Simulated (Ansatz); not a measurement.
Consider the ligand exchange at the Si–O bond: `O[SiH](O)[SiH3]` + `O[SiH3]` → `O[SiH]([SiH3])O[SiH3]` + H₂O.

Gas-phase electronic energies from Ansatz, PBE0-D4/def2-TZVP geometries. CBS: MP2 limit from def2 TZ/QZ plus the TZ coupled-cluster correction, frozen cores. This one scheme is used for every species. Functionals use def2-TZVPP. One conformer a species, not always the lowest.

`O[SiH](O)[SiH3]`:

```xyz
10

O    -1.882   -0.469   -0.448
Si   -0.658    0.230    0.405
O    -0.475    1.832    0.064
Si    1.425   -0.719   -0.098
H    -1.782   -0.526   -1.400
H    -1.081    0.037    1.816
H    -1.188    2.425    0.312
H     1.696   -0.604   -1.558
H     1.426   -2.163    0.261
H     2.520   -0.042    0.646
```

`O[SiH3]`:

```xyz
6

O    -1.141    0.364   -0.455
Si    0.351   -0.182   -0.018
H    -1.630    0.887    0.181
H     1.278    0.941    0.292
H     0.859   -0.948   -1.179
H     0.284   -1.063    1.180
```

`O[SiH]([SiH3])O[SiH3]`:

Z-matrix (Å, degrees):
```
Si
Si 1 2.352
O 1 1.635 2 109.0
O 1 1.642 2 111.0 3 -122.7
H 1 1.481 2 113.1 3 120.4
H 2 1.489 1 111.3 3 -52.7
H 2 1.491 1 110.0 3 67.2
H 2 1.488 1 110.4 3 -173.4
Si 3 1.634 1 148.3 2 -5.5
H 4 0.958 1 118.4 2 51.6
H 9 1.483 3 109.5 1 118.2
H 9 1.488 3 109.9 1 -1.9
H 9 1.484 3 109.2 1 -121.8
```

H₂O:

```xyz
3

O     0.090   -0.021    0.378
H     0.461   -0.539   -0.339
H    -0.550    0.560   -0.039
```

| species | CAM-B3LYP energy (Eh) |
| --- | --- |
| `O[SiH](O)[SiH3]` | -733.18810 |
| `O[SiH3]` | -367.18183 |
| `O[SiH]([SiH3])O[SiH3]` | -1023.93527 |
| H₂O | -76.43858 |

(1) Work out ΔE.

(2) What do rigid-rotor, harmonic-oscillator terms from PBE0-D4/def2-TZVP frequencies (298.15 K, 1 bar) make of the CCSD(T)/CBS value? (Best estimate.)

Largest T1 diagnostic among the species: 0.013.

## Answers

(1) ΔE = (-1023.93527) + (-76.43858) − (-733.18810) − (-367.18183) = -0.00392 Eh = -2.5 kcal/mol. CCSD(T)/CBS gives -4.7 kcal/mol.

(2) Ansatz gave: ΔZPE = -0.7 kcal/mol, ΔH = -4.5 kcal/mol, ΔS = 5 J/(mol·K), ΔG = -4.8 kcal/mol. Modes under 50 cm⁻¹ make the entropy rough.

The D4 term adds −2.3 kcal/mol with B3LYP and −1.4 kcal/mol with PBE0; it sums over pairs of atoms, weighted by their polarisabilities, and B3LYP, whose exchange is more repulsive, gets the larger term. From BLYP to BHLYP (50 % exact exchange), in def2-TZVPP and without D4, ΔE moves by −1.5 kcal/mol. Leaving LDA and LC-ωPBE aside and taking each functional with its dispersion term where it has one, the values, not all of them listed here, spread over 2.3 kcal/mol, from BHLYP-D4 to B2PLYP.

B3LYP here is the variant with VWN-RPA as its local correlation; programs differ in this.
